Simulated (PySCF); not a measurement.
## C2H4F2O4Si: full NMR table

- Formula: C2H4F2O4Si
- SMILES: O=CO[Si](O)(O)C(F)F
- InChI: InChI=1S/C2H4F2O4Si/c3-2(4)9(6,7)8-1-5/h1-2,6-7H
- Point group of the computed structure: C1
- Degrees of unsaturation: 1
- Carbon signals: 2
- Proton signals: 3

Molfile (atoms numbered from 1):
```
C2H4F2O4Si
     RDKit          3D

 13 12  0  0  0  0  0  0  0  0999 V2000
    1.9224   -0.8297   -1.3717 O   0  0  0  0  0  0  0  0  0  0  0  0
    2.2196   -0.3447   -0.3260 C   0  0  0  0  0  0  0  0  0  0  0  0
    1.3895    0.2398    0.5182 O   0  0  0  0  0  0  0  0  0  0  0  0
   -0.2110    0.6018    0.2963 Si  0  0  0  0  0  4  0  0  0  0  0  0
   -0.2748    1.8128   -0.7538 O   0  0  0  0  0  0  0  0  0  0  0  0
   -0.7856    1.0620    1.7258 O   0  0  0  0  0  0  0  0  0  0  0  0
   -1.1496   -0.9595   -0.3625 C   0  0  0  0  0  0  0  0  0  0  0  0
   -1.3470   -1.8670    0.6425 F   0  0  0  0  0  0  0  0  0  0  0  0
   -2.4003   -0.6303   -0.8031 F   0  0  0  0  0  0  0  0  0  0  0  0
    3.2430   -0.3367    0.0842 H   0  0  0  0  0  0  0  0  0  0  0  0
   -1.0857    2.2739   -0.9578 H   0  0  0  0  0  0  0  0  0  0  0  0
   -0.8681    0.4738    2.4738 H   0  0  0  0  0  0  0  0  0  0  0  0
   -0.6567   -1.4956   -1.1838 H   0  0  0  0  0  0  0  0  0  0  0  0
  1  2  2  0
  2  3  1  0
  3  4  1  0
  4  5  1  0
  4  6  1  0
  4  7  1  0
  7  8  1  0
  7  9  1  0
  2 10  1  0
  5 11  1  0
  6 12  1  0
  7 13  1  0
M  END
```

Theoretical values (PySCF 2.14): GFN2-xTB structure, σ from GIAO-PBE0/pcSseg-1. Fast rotation and ring inversion assumed for equivalent nuclei, gas phase, one computed conformer, relativity neglected.

Referencing at the same level of theory: ¹H (σ = 31.72 ppm), ¹³C (σ = 186.93 ppm), ²⁹Si (σ = 349.16 ppm) vs TMS; CFCl3 for ¹⁹F (σ = 170.95 ppm); ¹⁷O (σ = 336.08 ppm) against H2O.

| carbon | δC, type | δH (multiplicity) | HMBC from (2–3 bonds) | span of the C tensor (ppm) |
| --- | --- | --- | --- | --- |
| C2 | 163.5, CH | 7.98 (s) | – | 161 |
| C7 | 125.5, CH | 6.57 (m) | – | 29 |

Other nuclei:
| atoms | nucleus | environment | δ (ppm) | σ (ppm) |
| --- | --- | --- | --- | --- |
| H11/H12 | ¹H | hydrogen on an oxygen bonded to Si | 2.91 | 28.81 |
| F8/F9 | ¹⁹F | fluorine of a CF2 group | -161.6 | 332.5 |
| Si4 | ²⁹Si | silicon bonded to C, 3 O | -69.3 | 418.5 |
| O1 | ¹⁷O | carbonyl oxygen | 467.2 | -131.2 |
| O3 | ¹⁷O | oxygen bonded to C, Si | 223.8 | 112.2 |
| O5/O6 | ¹⁷O | oxygen bonded to Si, H | 41.4 | 294.6 |

1. Carbon types of the structure: 2 × CH, leaving 2 H on heteroatoms.
2. δC 163.5: carbonyl carbon.
3. δC 125.5: sp3 CH bonded to 2 F and Si; 2 electronegative neighbours deshield it.
4. δH 7.98: hydrogen on a carbonyl carbon.
5. δH 6.57: hydrogen on an sp3 CH bonded to 2 F and Si; its carbon carries F, which withdraws density.
6. δH 2.91: hydrogen on an oxygen bonded to Si; exchangeable, gas-phase position.

OH/NH shifts are gas-phase values; hydrogen bonding in solution moves them, usually downfield. Splittings by ¹⁹F in the carbon and heteronuclear signals aren't shown, as no couplings were computed. Shifts are as computed. Against solution values, carbons near 30 ppm lie about +3 ppm off and those near 130 ppm about +5 ppm. Of 1309 compounds with measured shifts, 239 miss one by over three times the rms of a fit or turn the order of signals round; such compounds aren't used in these exercises. Unscaled 19F shifts against computed CFCl3 carry errors that often reach 10 to 50 ppm. Unscaled 17O shifts of doubly bonded oxygen tend to come out too high, by tens of ppm or more. Experimental scales use liquid or dissolved standards, which lie at an offset from isolated H2O (liquid H2O: subtract about 36 ppm). No couplings were computed; multiplicities are counted from neighbouring protons, with m where these are inequivalent, close in shift, in a saturated or five-membered ring or joined by F or P, and br s for small geminal =CH2 splittings.
